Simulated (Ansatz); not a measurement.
Abridged output of a molecular run in Ansatz:

```
Functional definition: HF
856 factors; integrals over basis functions are off by at most 1.3e-3 eV
mean field evaluation 1: about -17053.3209 eV, gradient 1.8e1 eV
mean field evaluation 2: about -17053.3332 eV, gradient 1.8e1 eV
mean field evaluation 4: about -17055.7869 eV, gradient 2.1e0 eV
mean field evaluation 8: about -17055.8861 eV, gradient 1.7e-1 eV
mean field -17055.88718742 eV, -626.7922932422 hartree, gradient 6.5e-6 eV, S^2 0.764630; 0 other end points of the search recorded, 0 dependent functions left out
10 core orbitals not correlated: weight in the atoms' cores, before any rotation towards them, 1.000 or more for the frozen orbitals, at most 0.000 for the correlated occupied ones
reference -17055.88718742 eV, -626.7922932422 hartree; 14, 13 occupied and 54, 55 virtual orbitals, 856 factors
second order -9.46208513 eV of doubles, -0.00000000 eV of singles
cycle   1  -10.20026527 eV  change   -7.4e-1 eV  update   8.1e-2
cycle   2  -10.52016114 eV  change   -3.2e-1 eV  update   2.8e-2
cycle   3  -10.58186971 eV  change   -6.2e-2 eV  update   1.4e-2
cycle   4  -10.57986211 eV  change    2.0e-3 eV  update   4.7e-3
cycle   5  -10.57838474 eV  change    1.5e-3 eV  update   2.1e-3
cycle   6  -10.57833486 eV  change    5.0e-5 eV  update   6.9e-4
cycle   7  -10.57840872 eV  change   -7.4e-5 eV  update   2.4e-4
cycle   8  -10.57846662 eV  change   -5.8e-5 eV  update   9.3e-5
cycle   9  -10.57845976 eV  change    6.9e-6 eV  update   3.8e-5
cycle  10  -10.57845597 eV  change    3.8e-6 eV  update   1.5e-5
perturbative correction -0.33757464 eV, -0.0124056392 hartree
Total energy: -17066.80321804 eV, -627.1934499681 hartree
Checks for a lower state left out: cluster_reference
```

Its atoms:

Z-matrix (Å, degrees):
```
C
In 1 2.200
H 1 1.091 2 107.4
H 1 1.091 2 107.4 3 118.3
H 1 1.088 2 111.0 3 -120.8
S 2 2.440 1 115.6 3 -58.9
H 6 1.345 2 92.5 1 0.2
```

Task: Which basis set was used?
A. cc-pV(Q+d)Z
B. def2-QZVPP
C. cc-pV(T+d)Z
D. def2-SVP

Result: D. It gives 78 functions.

Task: Write the keys of the input that set method, charge and spin (a neutral closed shell needs none for the last two).

Result: 
```yaml
magnetization: {spin_polarized: true, initial_magnetization: 1}
correlation: {method: ccsd_t}
scf: {omitted_lower_state_checks: [cluster_reference]}
```
